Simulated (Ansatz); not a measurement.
Input for Ansatz (a quantum-chemistry and plane-wave program): R-PBE/def2-TZVPP on AsH4In (SMILES [AsH2][InH2]), a point of a torsion scan. Elements past Kr take the def2 small-core potentials; no spin–orbit coupling.

Ansatz 0.2 input:
```yaml
crystal:
  periodic: [false, false, false]
  atoms:
    - {symbol: As, position_ang: [-1.64801560, -0.32671810, -0.73523218]}
    - {symbol: In, position_ang: [0.94798733, -0.18249696, -0.71381918]}
    - {symbol: H, position_ang: [-1.66732690, 1.05527425, -0.12253891]}
    - {symbol: H, position_ang: [-1.56602739, -0.91514444, 0.65315938]}
    - {symbol: H, position_ang: [1.93676571, 1.02500611, -1.54384826]}
    - {symbol: H, position_ang: [2.03959281, -1.27592754, 0.14552865]}
basis:
  gaussian:
    orbitals: def2-TZVPP
hamiltonian:
  xc: {name: PBE}
scf: {lower_state_search: off}
```

It printed:

```
WARN ansatz: RAYON_NUM_THREADS=1 ignored (pool sized by the plan → 1); use --threads N
Functional definition: PBE
these checks for a lower state are left out or cut short: stability, starts, cluster_reference, orbital_swaps, neighbouring_geometries, increment
integrals: 0.07 GiB planned
997 factors; their error is unknown
mean field: 0.49 GiB planned
mean field evaluation 1: about -66068.9151 eV, gradient 2.6e1 eV
mean field evaluation 2: about -66069.1955 eV, gradient 2.5e1 eV
mean field evaluation 4: about -66070.6678 eV, gradient 6.0e-1 eV
mean field evaluation 8: about -66070.6685 eV, gradient 3.2e-2 eV
mean field evaluation 16: about -66070.6603 eV, gradient 4.3e-5 eV
mean field -66070.66032199 eV, -2428.0519825311 hartree, gradient 6.4e-6 eV, S^2 0.000000; 0 other end points of the search recorded, 0 dependent functions left out
reference -66070.66037781 eV, -2428.0519845825 hartree; 29, 29 occupied and 125, 125 virtual orbitals, 997 factors
Total energy: -66070.66037781 eV, -2428.0519845825 hartree
Checks for a lower state left out: stability, starts, cluster_reference, orbital_swaps, neighbouring_geometries, increment
```

Self-consistency was reached.

Cost: very roughly 2.8 core-seconds.
